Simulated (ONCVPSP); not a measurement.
**Before and after: ONCV potential for cadmium (Cd)**

```
Element                 : Cd
Generator               : ONCVPSP 4.0.1
Type                    : optimised norm-conserving Vanderbilt (ONCV)
Functional              : PBE
Relativity              : scalar-relativistic
Frozen core             : [Ar] 3d10
Valence charge          : 20
Reference configuration : 4s2 4p6 4d10 5s1 (charge +1)
Partial waves           : 4s+5s: rc 1.65 bohr, ncon 4, nbas 8, qcut 6.4 1/bohr, 3 projectors, debl 3.1 Ha; 4p: rc 1.10 bohr, ncon 3, nbas 6, qcut 8.7 1/bohr, 2 projectors, debl 2 Ha; 4d: rc 1.80 bohr, ncon 3, nbas 8, qcut 7.7 1/bohr, 2 projectors, debl 1.9 Ha
Local potential         : polynomial inside 1.05 bohr (lpopt 5, dvloc0 0 Ha)
Core correction         : Teter function, fcfact 4.25, rcfact 1.2
```

In the p channel the program set the typed energies aside and used -2.786, 0.250 Ha.

All-electron outer shells of the reference configuration (PBE, scalar-relativistic, ld1.x):

```csv
shell,level (eV),outermost node (bohr),outermost maximum (bohr)
3d,-402.41,–,0.27
4s,-114.75,0.43,0.79
4p,-75.82,0.43,0.84
4d,-20.51,0.42,0.98
5s,-13.06,1.06,2.23
```

Change: core correction none.

Cutoffs: the cutoffs (Ha) at which the residual kinetic energy of the hardest occupied pseudo-wave falls to 1 and 0.1 mHa per electron; they do not see the model core or the augmentation charge, which bear on the density cutoff. Errors are all-electron minus pseudo energies relative to the spin-unpolarised reference configuration.

Q: How do hardness, ghosts and transferability respond?

A: The potential gets neither clearly harder nor softer (35 Ha and 94 Ha → 35 Ha and 94 Ha); of the 4 tests that both files solve, the error grows in 2 and shrinks in 2 by more than 15 % and 0.3 meV (median size 3.1 → 2.9 meV); neither file shows a bound ghost.

```csv
quantity,base,changed
"cutoff, loose",35 Ha,35 Ha
"cutoff, tight",94 Ha,94 Ha
bound ghosts,none,none
GHOST(+) flags under 300 eV,none,none
"error for 4s2 4p6 4d10 5s2, meV [ΔE -9.27 eV]",+0.9,+1.4
"error for 4s2 4p6 4d10 5s0, meV [ΔE 17.13 eV]",-5.8,-4.4
"error for 4s2 4p6 4d9 5s0, meV [ΔE 55.13 eV]",+3.5,+4.2
"error for 4s2 4p6 4d10 5s0 5p1, meV [ΔE 5.78 eV]",-2.7,-1.5
s: phases at 1.68 bohr within 0.05 rad from the reference energy up to (Ha; the scan ends near 5),to the end of the scan,to the end of the scan
p: phases at 1.12 bohr within 0.05 rad from the reference energy up to (Ha; the scan ends near 5),to the end of the scan,to the end of the scan
d: phases at 1.83 bohr within 0.05 rad from the reference energy up to (Ha; the scan ends near 5),to the end of the scan,to the end of the scan
```
